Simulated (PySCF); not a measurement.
Computed with PBE-D3(BJ)/def2-TZVP // B3LYP-D3(BJ)/def2-TZVP (PySCF). Gas-phase values, no solvent. 

Reference species (SMILES): `[AlH3]` (neutral, multiplicity 1).

| Item | Result |
|---|---|
| HOMO–LUMO gap | 4.78 eV |

Changed species: `[CH3][AlH][CH3]` (1 of 3 CH3 replaced by H; the reference has 3 of 3 CH3 replaced by H).

### Question
Give the shifts of the HOMO–LUMO gap.

### Answer
the HOMO–LUMO gap increases by 0.06 eV, to 4.84 eV.
